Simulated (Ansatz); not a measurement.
Species: SnH$_{2}$ (charge +1, doublet). 
Structure (B3LYP-D3(BJ)/def2-TZVP (Ansatz, an electronic-structure program) minimum search):
```xyz
3

Sn    -0.0032     0.0005    -0.0335
H      0.0891    -1.5130     0.8159
H      0.0709     1.4900     0.8589
```
Charge +1, spin multiplicity 2.

Basis-set convergence of Hartree-Fock and MP2 correlation energies (hartree) with Ansatz. Valence correlation only, unless marked. Open shells are spin-unrestricted. Spin-orbit coupling is left out. Frozen are the shells of the preceding noble gas and the d and f shells that filled before the atom's block. Past Kr the def2 sets carry scalar-relativistic core potentials.

| basis | functions | E(HF) | E(corr, MP2) |
|---|---|---|---|
| def2-SVP | 36 | -214.18856 | -0.05414 |
| def2-TZVPP | 78 | -214.19656 | -0.06726 |
| def2-QZVPP | 142 | -214.19816 | -0.07191 |

Extrapolating the two largest sets (X = 3 and 4) as X^-3: E(corr) = (64·(-0.07191) - 27·(-0.06726))/37 = -0.0753 Eh, an estimate of the basis-set limit. The largest set recovers 95.5 % of it, the smallest 71.9 %.
